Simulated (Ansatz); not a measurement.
Cost and result up the ladder for WS₂F₂ (5 atoms). Charge 0, multiplicity 1. Geometry: PBE-D4/def2-SVP.

```
atom    x (Å)    y (Å)    z (Å)
  W1  -0.0230   0.0770   0.0893
  S2   0.5050   0.5789  -1.9226
  S3  -0.0629  -2.0592   0.2053
  F4  -1.7492   0.7086   0.4117
  F5   1.3301   0.6947   1.2163
```

Ansatz on 4 threads of Arm Neoverse N1 on a shared host. Times are rough, and most runs start from the orbitals of an earlier one. ωB97X-V/def2-TZVP serves as the yardstick here, not as an exact answer. Binding counts from free atoms at the same level (W quintet, S triplet, F doublet; other spins of the atoms weren't run), without zero-point energy or a counterpoise term.

In the def2 sets W takes a core potential; there is no spin–orbit coupling. Correlated methods freeze 12 core orbitals; core or outer-core shells of W are correlated, in sets that lack core-valence functions.

Correlated methods converge slowly with the basis.

```json
{"level": "MP2/def2-TZVP", "functions": "176", "wall time": "3.3 s", "binding energy per atom (eV)": "4.78", "difference from ωB97X-V/def2-TZVP (eV)": "0.33", "remarks": "test for broken spin undecided"}
{"level": "BHLYP-D4/def2-TZVP", "functions": "176", "wall time": "4.1 s", "binding energy per atom (eV)": "3.99", "difference from ωB97X-V/def2-TZVP (eV)": "-0.46", "remarks": "–"}
{"level": "ωB97X-V/def2-TZVP", "functions": "176", "wall time": "11 s", "binding energy per atom (eV)": "4.45", "difference from ωB97X-V/def2-TZVP (eV)": "0.00", "remarks": "–"}
{"level": "B97M-V/def2-TZVP", "functions": "176", "wall time": "12 s", "binding energy per atom (eV)": "4.58", "difference from ωB97X-V/def2-TZVP (eV)": "0.13", "remarks": "–"}
{"level": "CCSD(T)/def2-TZVPP", "functions": "202", "wall time": "3.5 min", "binding energy per atom (eV)": "4.38", "difference from ωB97X-V/def2-TZVP (eV)": "-0.07", "remarks": "–"}
```
